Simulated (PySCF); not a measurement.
C2H6OSi2, SMILES C#C[SiH2][SiH2]O. Atoms are numbered in the order given.

```xyz
11

C      0.5513     2.6120     0.3525
C      0.8341     1.4360     0.4760
Si     1.1190    -0.3905     0.5891
Si    -0.9219    -1.2097    -0.2112
O     -1.4044    -0.1244    -1.3883
H      0.3213     3.6604     0.2559
H      1.4321    -0.7553     1.9998
H      2.2773    -0.7429    -0.2801
H     -0.8181    -2.5516    -0.8438
H     -1.8901    -1.2932     0.9245
H     -1.1591     0.7925    -1.2120
```
Charge 0, spin multiplicity 1.

Coordinates come from a ωB97X-D3(BJ)/def2-SVP optimisation. The structure was generated by enumeration, and PubChem lists no compound with its InChIKey, so it may never have been made. The values are those of a single conformer.

Level of theory: PySCF with ωB97X/def2-TZVP.

The molecule is in vacuum.

Computed frontier levels, gap, dipole moment and polarisability:
```json
{
 "highest_occupied_level": "-10.05 eV",
 "lowest_empty_level": "1.38 eV",
 "orbital_gap": "11.43 eV",
 "dipole_moment": "1.31 D",
 "quadrupole, principal values (traceless, Buckingham form, about the centre of nuclear charge)": "-9.50, -3.23, 12.73 D·Å",
 "mean_static_polarisability": "77.7 bohr³ (11.51 Å³)",
 "polarisability_principal_values": "62.3, 75.2, 95.5 bohr³"
}
```
